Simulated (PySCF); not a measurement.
Species: C2H9NSSi2.
Geometry (PBE0-D3(BJ)/def2-SVP, Å), atoms numbered from 1 in this order:
```
atom  x, y, z in Å
C1    -1.6812    1.2237   -0.7879
C2    -2.4737    0.2841   -0.2658
S3    -2.0227   -1.2475    0.4914
Si4   -0.0162   -0.9106    1.1933
N5     1.1700   -0.7455   -0.0623
Si6    2.4025    0.4724   -0.2655
H7    -2.1202    2.1316   -1.2084
H8    -0.5947    1.1204   -0.8266
H9    -3.5618    0.4110   -0.2796
H10    0.1888   -2.1324    2.0259
H11    0.0488    0.3352    2.0063
H12    1.1653   -1.4908   -0.7561
H13    2.1933    1.4937    0.8009
H14    3.7817   -0.0939   -0.1436
H15    2.3013    1.1236   -1.6093
```

Method used: PBE0-D3(BJ)/def2-SVP geometry optimisation, gas phase (PySCF).

Take the most abundant isotopes and a rigid rotor. The values belong to one conformer with, in the numbering `[CH2:1]=[CH:2][S:3][SiH2:4][NH:5][SiH3:6]`, C1–C2–S3–Si4 25°, C2–S3–Si4–N5 -69°, S3–Si4–N5–Si6 132°.

Question: Give the principal moments of inertia and the rotational constants in MHz.

Answer: Ia = 164.91, Ib = 487.99, Ic = 612.30 u·Å²; 505379 MHz·u·Å²/I gives A = 3065, B = 1036, C = 825.4 MHz.

Question: Classify the top.

Answer: An asymmetric top; Ray's κ = -0.812.

Question: Is it planar, by Δ = Ic − Ia − Ib?

Answer: Not planar: Δ = Ic − Ia − Ib = -40.60 u·Å². For a rigid frame Δ = −2 Σ m c², so Σ m c² = 20.30 u·Å² lies off the ab plane: 8.72 from hydrogen and 11.58 from heavier atoms. The atom farthest from that plane is 1.82 Å away.

Question: Which lines would a microwave search look for?

Answer: The dipole components are |μa| = 0.95 D, |μb| = 0.54 D, |μc| = 0.40 D. Intensities carry the squares of the components, which stand as 1.00 : 0.32 : 0.17 (a : b : c). Some lines, for components of 0.1 D or more:

| type | branch | J(Ka,Kc) | MHz | lower level (cm⁻¹) |
| --- | --- | --- | --- | --- |
| a | Q | 5(2,3) ← 5(2,4) | 515 | 1.214 |
| a | R | 1(0,1) ← 0(0,0) | 1861 | 0.000 |
| b | R | 1(1,1) ← 0(0,0) | 3890 | 0.000 |
| b | Q | 5(1,4) ← 5(0,5) | 4107 | 0.914 |
| b | R | 5(1,4) ← 4(2,3) | 4373 | 0.905 |
| a | R | 3(2,1) ← 2(2,0) | 5645 | 0.471 |
| c | Q | 2(2,1) ← 2(1,1) | 6087 | 0.268 |
| b | Q | 2(2,0) ← 2(1,1) | 6102 | 0.268 |
| a | R | 4(3,2) ← 3(3,1) | 7473 | 1.013 |
| b | R | 5(0,5) ← 4(1,4) | 7746 | 0.656 |
| a | R | 5(0,5) ← 4(0,4) | 9018 | 0.613 |
| a | R | 5(1,4) ← 4(1,3) | 9755 | 0.726 |
| c | R | 2(2,0) ← 1(1,0) | 10034 | 0.137 |
| c | R | 2(2,1) ← 1(1,1) | 10229 | 0.130 |
| b | R | 4(2,3) ← 3(1,2) | 13213 | 0.464 |
| b | Q | 4(4,0) ← 4(3,1) | 14907 | 1.263 |
| c | R | 3(3,0) ← 2(2,0) | 16248 | 0.471 |
| b | Q | 5(5,0) ← 5(4,1) | 19174 | 2.072 |
| c | R | 5(4,1) ← 4(3,1) | 24246 | 1.263 |
| c | R | 5(5,1) ← 4(4,1) | 28514 | 1.760 |

Question: Estimate the classical rotational partition function at 50 K, 100 K and 500 K.

Answer: Point group C1, symmetry number σ = 1; q = (√π/σ)·√((kT/h)³/(ABC)), k/h = 20836.6 MHz/K: 36800 at 50 K, 104000 at 100 K, 1160000 at 500 K.

Whether it is a minimum is left open (no frequencies). No vibrational averaging or centrifugal distortion is included, and the geometry carries the error of its method. A rigid rotor knows nothing of internal rotation, which can split or shift real lines. Quadrupole hyperfine structure (14N) is left out.

The run took 2.6 min on one thread of an Intel Xeon Platinum 8259CL at 2.50 GHz, shared host with 96 logical CPUs at a one-minute load of 49, and the process peaked at 0.64 GiB of memory. These figures are those of the optimisation.
